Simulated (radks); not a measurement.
All-electron atom: Pm4+ in [Xe] 4f3. Calculated with a radial shooting solver on a logarithmic mesh with Libxc functionals: scalar-relativistic Kohn-Sham, PBEsol, spin-polarised, spherical densities, point nucleus; open shells are filled with parallel spins first (spin-orbit coupling, left out, can overturn this in heavy ions). Some entries of the table are withheld. Estimate them.

| orbital | occ. | eigenvalue (hartree) | r(max) (bohr) | <r^2> (bohr^2) |
|---|---|---|---|---|
| 1s down | 1 | -1655.764 | 0.01479 | 0.0007320 |
| 1s up | 1 | -1655.764 | 0.01479 | 0.0007320 |
| 2s up | 1 | -270.8276 | 0.08382 | 0.01157 |
| 2s down | 1 | -270.8268 | 0.08382 | 0.01157 |
| 2p up | 3 | -242.0790 | 0.06763 | 0.009266 |
| 2p down | 3 | -242.0784 | 0.06763 | 0.009266 |
| 3s up | 1 | -60.63153 | 0.2388 | 0.07766 |
| 3s down | 1 | -60.59122 | 0.2387 | 0.07759 |
| 3p up | 3 | -51.60664 | 0.2339 | 0.07773 |
| 3p down | 3 | -51.56658 | 0.2339 | 0.07764 |
| 3d up | 5 | -39.22492 | 0.1919 | 0.06578 |
| 3d down | 5 | -39.19384 | 0.1918 | 0.06568 |
| 4s up | 1 | -13.62415 | 0.5512 | 0.3938 |
| 4s down | 1 | -13.52524 | 0.5511 | 0.3937 |
| 4p up | 3 | -10.64818 | 0.5749 | 0.4432 |
| 4p down | 3 | -10.54961 | 0.5747 | 0.4433 |
| 4d up | 5 | -6.44132 | 0.5998 | (1) |
| 4d down | 5 | -6.34368 | 0.5996 | (2) |
| 5s up | 1 | -3.15106 | 1.251 | 2.083 |
| 5s down | 1 | -3.10041 | 1.258 | 2.114 |
| 5p up | 3 | -2.36134 | 1.393 | (3) |
| 5p down | 3 | -2.32316 | 1.403 | (4) |
| 4f up | 3 | -1.90998 | 0.6142 | 0.9368 |
| 4f down | 0 | -1.82089 | 0.6153 | 0.9708 |

Answer. 
(1) 4d up <r^2> (bohr^2): 0.5352
(2) 4d down <r^2> (bohr^2): 0.5362
(3) 5p up <r^2> (bohr^2): 2.670
(4) 5p down <r^2> (bohr^2): 2.718
